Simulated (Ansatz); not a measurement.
`C/C=C(\O)Br` → `C=C(Br)OC`  (isomerisation)

Calculated with Ansatz (gas phase, PBE0-D4/def2-TZVP geometries, no zero-point term in ΔE). CCSD(T)/CBS adds triple-zeta CCSD(T) − MP2 to the extrapolated MP2 energy (def2 sets, frozen cores). Functionals use def2-TZVPP. B3LYP here is the variant with VWN-RPA as its local correlation; programs differ in this. For Br outer-core shells are correlated without core-valence functions, which leaves a few kJ/mol of doubt a bond. Scalar relativity is left out up to krypton. Each species was taken in one conformer, which may not be the lowest.

```json
{"level": "r2SCAN-D4", "ΔE (kcal/mol)": "12.7", "difference from CCSD(T)/CBS": "-0.3"}
{"level": "PBE0-D4", "ΔE (kcal/mol)": "13.6", "difference from CCSD(T)/CBS": "0.6"}
{"level": "B3LYP-D4", "ΔE (kcal/mol)": "11.6", "difference from CCSD(T)/CBS": "-1.4"}
{"level": "ωB97X-V", "ΔE (kcal/mol)": "12.3", "difference from CCSD(T)/CBS": "-0.7"}
{"level": "ωB97M-V", "ΔE (kcal/mol)": "12.8", "difference from CCSD(T)/CBS": "-0.2"}
{"level": "PBE", "ΔE (kcal/mol)": "13.1", "difference from CCSD(T)/CBS": "0.1"}
{"level": "r2SCAN", "ΔE (kcal/mol)": "12.8", "difference from CCSD(T)/CBS": "-0.2"}
{"level": "HF/def2-TZVPP", "ΔE (kcal/mol)": "11.1", "difference from CCSD(T)/CBS": "-1.9"}
{"level": "MP2/def2-TZVPP", "ΔE (kcal/mol)": "13.5", "difference from CCSD(T)/CBS": "0.5"}
{"level": "CCSD/def2-TZVPP", "ΔE (kcal/mol)": "12.6", "difference from CCSD(T)/CBS": "-0.4"}
{"level": "HF/def2-QZVPP", "ΔE (kcal/mol)": "11.1", "difference from CCSD(T)/CBS": "-1.9"}
{"level": "MP2/def2-QZVPP", "ΔE (kcal/mol)": "13.8", "difference from CCSD(T)/CBS": "0.8"}
{"level": "SCS-MP2/def2-QZVPP", "ΔE (kcal/mol)": "12.9", "difference from CCSD(T)/CBS": "-0.1"}
{"level": "HF/CBS(def2)", "ΔE (kcal/mol)": "11.2", "difference from CCSD(T)/CBS": "-1.8"}
{"level": "MP2/CBS(def2)", "ΔE (kcal/mol)": "14.0", "difference from CCSD(T)/CBS": "1.0"}
{"level": "CCSD/CBS(def2)", "ΔE (kcal/mol)": "13.1", "difference from CCSD(T)/CBS": "0.1"}
{"level": "CCSD(T)/CBS", "ΔE (kcal/mol)": "13.0", "difference from CCSD(T)/CBS": "0"}
```

Largest T1 diagnostic among the species: 0.010.

In def2-TZVPP, CCSD(T) changes the Hartree–Fock value by +1.5 kcal/mol (the triples alone add −0.1 kcal/mol) and MP2 by +2.4 kcal/mol.
